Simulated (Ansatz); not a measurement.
Basis sets compared for B₂Mo₂. Total charge 0; singlet. Geometry r2SCAN-D4/def2-TZVP. Ansatz on 4 threads of Arm Neoverse V1 on a shared host; times are rough, and most runs start from earlier orbitals.

```csv
atom,x (Å),y (Å),z (Å)
Mo1,-0.245,0.028,1.139
Mo2,-0.407,-0.240,-1.066
B3,0.797,-1.301,0.100
B4,-0.145,1.512,-0.173
```

In the def2 sets Mo takes a core potential; there is no spin–orbit coupling. The structure comes from a short search, and lower isomers may exist.

Binding counts from free atoms (Mo septet, B doublet) in the same basis, without a counterpoise term.

| level | functions | energy (Eh) | HOMO (eV) | LUMO (eV) | binding per atom (eV) | wall time |
| --- | --- | --- | --- | --- | --- | --- |
| PBE-D4/def2-SVP | 90 | -185.8678 | -4.82 | -3.32 | 3.41 | 0.95 s |
| PBE-D4/def2-TZVP | 142 | -185.9675 | -4.79 | -3.31 | 3.40 | 1.4 s |
| r2SCAN-D4/def2-TZVP (with forces) | 142 | -185.9918 | -4.90 | -3.11 | 2.80 | 3.7 s |
| PBE0-D4/def2-SVP | 90 | -185.7457 | -5.59 | -2.51 | 2.74 | 1.1 s |

(1) Estimate the rows for PBE-D4/def2-TZVPD, r2SCAN-D4/def2-TZVPD, PBE0-D4/def2-TZVPD.

Results:

(1) 
```tsv
level	functions	energy (Eh)	HOMO (eV)	LUMO (eV)	binding per atom (eV)	wall time
PBE-D4/def2-TZVPD	154	-185.9678	-4.80	-3.31	3.40	1.6 s
r2SCAN-D4/def2-TZVPD	154	-185.9920	-4.90	-3.11	2.80	3.3 s
PBE0-D4/def2-TZVPD	154	-185.8461	-5.58	-2.50	2.73	1.9 s
```
